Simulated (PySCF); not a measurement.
PBE on Ni⁻ (nickel, charge -1), [Ar] 3d9 4s2, 2D determinant. Calculation: PySCF 2.14, in aug-cc-pVTZ with one added diffuse shell each of s, p, d, f, g type (9s8p6d4f3g, 118 functions); the non-relativistic Hamiltonian (point nucleus).

```
cycle= 1 E= -1507.49013199234  delta_E= 0.574  |g|= 1.65  |ddm|= 1.98
cycle= 2 E= -1505.77061586021  delta_E= 1.72  |g|= 3.85  |ddm|= 4.29
cycle= 3 E= -1507.75204288852  delta_E= -1.98  |g|= 1.11  |ddm|= 4.03
cycle= 4 E= -1507.60674805031  delta_E= 0.145  |g|= 1.35  |ddm|= 2.15
cycle= 5 E= -1508.10887264427  delta_E= -0.502  |g|= 0.172  |ddm|= 2.09
cycle= 6 E= -1508.11608492181  delta_E= -0.00721  |g|= 0.0305  |ddm|= 0.553
cycle= 7 E= -1508.11549534844  delta_E= 0.00059  |g|= 0.0584  |ddm|= 0.408
cycle= 8 E= -1508.11715366448  delta_E= -0.00166  |g|= 0.0117  |ddm|= 0.112
cycle= 9 E= -1508.11719481785  delta_E= -4.12e-05  |g|= 0.00119  |ddm|= 0.0297
cycle= 10 E= -1508.11719537298  delta_E= -5.55e-07  |g|= 0.000129  |ddm|= 0.00589
cycle= 11 E= -1508.11719537945  delta_E= -6.47e-09  |g|= 5.45e-05  |ddm|= 0.000634
cycle= 12 E= -1508.11719538  delta_E= -5.52e-10  |g|= 4.33e-06  |ddm|= 9.63e-05
converged SCF energy = -1508.11719538  <S^2> = 0.76087881  2S+1 = 2.0108494
```

Highest occupied orbital energy: 1.977 eV; ⟨L²⟩ = 6.05; populations by l: s 8.00, p 12.00, d 9.00, f 0.00.

(1) Can this result be used?

## Answers

(1) With care. The calculation finished and met its thresholds. At PBE the highest occupied level has a positive energy, so only the finite basis holds that electron; in a semilocal or global hybrid functional this comes from self-interaction and does not mean that the real anion is unbound.
